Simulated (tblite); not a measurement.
Task: Give a GFN2-xTB geometry of `CCC(=O)/C(=C/F)O[SiH2]F`.

Result: 
Z-matrix in Å and degrees, rows numbered from 1:
```
C 
C   1  1.5213
C   2  1.5036  1  112.28
O   3  1.2077  2  124.58  1     1.64
C   3  1.4987  2  114.21  1  -178.46
C   5  1.3351  3  118.57  2  -179.14
F   6  1.3425  5  122.07  3   179.97
O   5  1.3390  3  116.52  2     0.82
Si  8  1.6307  5  132.83  3  -179.99
F   9  1.5990  8   97.75  5   179.86
H   1  1.0868  2  110.20  3   -57.94
H   1  1.0868  2  110.21  3    61.11
H   1  1.0865  2  110.51  3  -178.46
H   2  1.0930  1  111.17  3  -121.04
H   2  1.0934  1  111.04  3   120.61
H   6  1.0771  5  123.65  3    -0.03
H   9  1.4483  8  111.90  5   -67.56
H   9  1.4483  8  111.83  5    67.53
```

The C–C distances run from 1.335 Å (C5=C6, drawn double) to 1.521 Å (C1–C2, drawn single), a spread of 0.186 Å. The C–O distances run from 1.208 Å (C3=O4, drawn double) to 1.339 Å (C5–O8, drawn single), a spread of 0.131 Å. The 10 heavy atoms lie in one plane (0.009 Å rms). Of the pairs four or more bonds apart, F7···Si9 is among the closest relative to their van der Waals radii: 2.92 Å, 82 % of the sum of Bondi's values.

The geometry is computed with GFN2-xTB (gas phase).

Point group: near Cs, missed by 0.12 Å at most; the miss may be what the optimiser left on a soft mode. Its GFN2-xTB frequencies are all real (lowest 40 cm⁻¹). One conformer, not necessarily the lowest (C1–C2–C3–O4 2°, C2–C3–C5–C6 -179°, C3–C5–O8–Si9 180°, C5–O8–Si9–F10 180°). 2 starts were optimised and ended at 0.00 and 2.09 kcal/mol (GFN2-xTB); the lowest of these is shown.
